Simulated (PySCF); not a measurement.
This PySCF input asks for the NMR shieldings of SMILES N#C[Si@@H]1CCC[Si@@H]1F, C₄H₈FNSi₂; the geometry comes from GFN2-xTB.

```python
import basis_set_exchange as bse
import numpy as np
from pyscf import gto, dft
from pyscf.prop import nmr

atoms = """
N    -0.461962    2.794602    2.781916
C    -0.275232    2.305439    1.762267
Si    0.054680    1.487614    0.114637
C    -1.344019    0.207277   -0.182186
C    -0.760153   -1.004262   -0.918530
C     0.500175   -1.539895   -0.231255
Si    1.729800   -0.100842    0.032904
F     2.533034   -0.348572    1.415331
H     0.022628    2.591922   -0.854950
H    -1.756796   -0.121919    0.774356
H    -2.176745    0.617026   -0.754282
H    -1.514827   -1.793274   -0.979342
H    -0.511956   -0.716414   -1.944419
H     0.917875   -2.356611   -0.820372
H     0.227773   -1.963277    0.738857
H     2.808126   -0.049872   -0.946343
"""
names = dict.fromkeys(["N", "C", "Si", "F", "H"], "pcSseg-1")
basis = {el: gto.basis.parse(bse.get_basis(n, elements=[el], fmt="nwchem")) for el, n in names.items()}
mol = gto.M(atom=atoms, basis=basis, charge=0, verbose=0)
mf = dft.RKS(mol, xc="PBE0")
mf.grids.level = 2
mf.grids.alignment = dft.numint.BLKSIZE   # the property module wants whole blocks of grid points
mf.conv_tol = 1e-9
mf.kernel()

calc = nmr.RKS(mf)   # GIAO
C = mf.mo_coeff
Co = C[:, mf.mo_occ > 0]
resp = mf.gen_response(singlet=True, hermi=2)
def vind(x):   # induced exchange potential for any number of trial vectors
    d = np.einsum("pi,xij,qj->xpq", C, 2 * x.reshape(-1, C.shape[1], Co.shape[1]), Co, optimize=True)
    return np.einsum("xpq,pi,qj->xij", resp(d - d.transpose(0, 2, 1)), C, Co, optimize=True).ravel()
mo1, _ = nmr.rhf.solve_mo1(calc, with_cphf=vind)
sigma = calc.kernel(mo1)
for i, s in enumerate(sigma):   # ppm
    print("%2d %-2s %9.2f" % (i, mol.atom_pure_symbol(i), np.trace(s) / 3))
```

**Question.** What are the results?

**Answer.** 
```
 0 N    -102.76
 1 C      64.72
 2 Si    428.64
 3 C     168.99
 4 C     164.70
 5 C     164.38
 6 Si    316.05
 7 F     402.65
 8 H      27.61
 9 H      30.45
10 H      29.96
11 H      29.33
12 H      30.90
13 H      29.91
14 H      30.60
15 H      25.96
```

These numbers come from an equivalent density-fitted implementation of the same equations, which agrees with the script to about 0.01 ppm for H and up to a few tenths of a ppm for heavy atoms, so last digits may differ.

**Question.** Turn these shieldings into chemical shifts. δ = σ(ref) − σ, references computed at the same level: ¹⁵N (267.73 ppm) against NH3; TMS for ¹³C (186.93 ppm) and ²⁹Si (349.16 ppm) and ¹H (31.72 ppm); ¹⁹F (170.95 ppm) vs CFCl3.

**Answer.** Averaging equivalent atoms: N 0: 370.5; C 1: 122.2; C 5: 22.5; C 4: 22.2; C 3: 17.9; Si 6: 33.1; Si 2: -79.5; F 7: -231.7; H 15: 5.76; H 8: 4.10; H 11: 2.39; H 13: 1.80; H 10: 1.76; H 9: 1.27; H 14: 1.12; H 12: 0.82 ppm. Unscaled 19F shifts against computed CFCl3 carry errors that often reach 10 to 50 ppm. Experimental scales use liquid or dissolved standards, which lie at an offset from isolated NH3 (liquid NH3: subtract about 20 ppm). Unscaled 15N shifts of sp2 nitrogen come out 20 to 40 ppm too high even then.

Size and cost of the density-fitted run: 190 basis functions, 59 s wall time on 1 thread of an Arm Neoverse V1, shared host; peak memory 0.85 GiB.
